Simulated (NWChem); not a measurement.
**Atomisation of H3BrGe**

SMILES: [Br][GeH3]
```xyz
5

Ge     1.1452     0.0308     0.0000
Br    -1.1851    -0.0318     0.0000
H      1.5914     0.7806     1.2776
H      1.5914     0.7806    -1.2776
H      1.6508    -1.4315     0.0000
```
Charge 0, spin multiplicity 1.

Everything below was run with NWChem. All single points use one geometry, from PBE/def2-SVP, a minimum by its harmonic frequencies.

Basis set: def2-TZVP. The atomisation energy is electronic alone: no zero-point, thermal, spin-orbit or counterpoise terms. No value is extrapolated to the basis-set limit. Free atoms are single determinants with multiplicities Ge 3, Br 2, H 2. Correlated methods freeze the same cores in atoms and molecule, 18 orbitals in all.

The cost column gives rough processor time relative to HF; each entry includes its own SCF. Costs are the molecule's.

The Hamiltonian is non-relativistic. B3LYP has NWChem's definition, with VWN1-RPA local correlation. The structure started from a generated list of species. No SCF solution was tested for a lower state. Open-shell Hartree-Fock references start from PBE0 orbitals; any time given for them includes that run.

```csv
method,atomisation energy (kcal/mol),relative cost
PBE,288.6,under 3
r2SCAN,[?],under 3
PBE0,288.5,under 3
M06-2X,287.1,under 3
BLYP,[?],under 3
B3LYP,288.3,under 3
HF,219.1,1
MP2,[?],under 3
```

Problem. Fill in the missing entries.

Solution. 
- r2SCAN, atomisation energy (kcal/mol): 295.3
- BLYP, atomisation energy (kcal/mol): 283.2
- MP2, atomisation energy (kcal/mol): 282.3
